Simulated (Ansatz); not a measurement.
C8H15NO2Ti, SMILES `C[O][Ti]1234([OH])([N](C)C)[C@H]5[C@@H]1[C@@H]2[C@@H]3[C@H]54`, relaxed with RKS PBE0-D4/def2-TZVP in the Gaussian-basis code of Ansatz from a GFN2-xTB geometry. The force threshold is 0.005 eV/Å; the program also tests the step.

Total charge 0; spin multiplicity 1.

Start:

```xyz
27

C    -2.262    1.860   -0.078
O    -0.909    1.642   -0.275
Ti   -0.101    0.137   -0.579
O    -1.181   -0.730   -1.640
N    -0.545   -0.715    0.997
C    -0.630   -2.152    1.104
C    -0.312   -0.098    2.281
C     1.814   -0.928   -1.375
C     2.145   -0.332   -0.138
C     2.027    1.068   -0.284
C     1.627    1.334   -1.610
C     1.494    0.103   -2.283
H    -2.423    2.870    0.330
H    -2.811    1.785   -1.034
H    -2.678    1.121    0.631
H    -2.129   -0.820   -1.502
H     0.306   -2.588    1.501
H    -1.444   -2.447    1.788
H    -0.826   -2.583    0.116
H    -0.272    0.989    2.161
H     0.635   -0.442    2.736
H    -1.122   -0.347    2.987
H     1.899   -1.981   -1.616
H     2.558   -0.847    0.722
H     2.313    1.810    0.454
H     1.541    2.317   -2.058
H     1.287   -0.027   -3.337
```

```csv
step,energy (eV),largest force (eV/Å),largest move (Å)
1,-37227.1706,2.233,0.000
2,-37227.5821,0.761,0.158
3,-37227.6555,0.314,0.067
4 (rejected),-37227.6209,0.579,0.091
5,-37227.6727,0.106,0.044
6,-37227.6773,0.064,0.066
7,-37227.6790,0.039,0.035
8,-37227.6793,0.022,0.017
9,-37227.6796,0.012,0.023
10,-37227.6798,0.012,0.025
11,-37227.6799,0.012,0.027
12,-37227.6800,0.016,0.023
13,-37227.6800,0.012,0.013
14,-37227.6800,0.009,0.011
15,-37227.6800,0.004,0.006
16,-37227.6800,0.004,0.007
17,-37227.6801,0.002,0.006
```

End:

```xyz
27

C    -2.238    2.005   -0.007
O    -0.914    1.704   -0.327
Ti   -0.109    0.097   -0.612
O    -1.096   -0.901   -1.803
N    -0.551   -0.763    1.028
C    -0.556   -2.197    1.155
C    -0.415   -0.102    2.300
C     1.888   -0.929   -1.442
C     2.183   -0.342   -0.194
C     2.051    1.057   -0.334
C     1.680    1.330   -1.667
C     1.577    0.105   -2.350
H    -2.290    2.988    0.474
H    -2.859    2.038   -0.910
H    -2.669    1.262    0.678
H    -2.030   -1.012   -1.600
H     0.375   -2.575    1.607
H    -1.385   -2.530    1.797
H    -0.673   -2.671    0.179
H    -0.445    0.982    2.178
H     0.533   -0.361    2.800
H    -1.227   -0.393    2.982
H     1.851   -1.988   -1.654
H     2.447   -0.868    0.711
H     2.169    1.789    0.452
H     1.452    2.305   -2.071
H     1.252   -0.031   -3.370
```

It took 48 s on 11 threads of an AMD EPYC 7R13 on a shared host and a whole NVIDIA H100 80 GB, with 1.4 GiB of host memory at the peak.
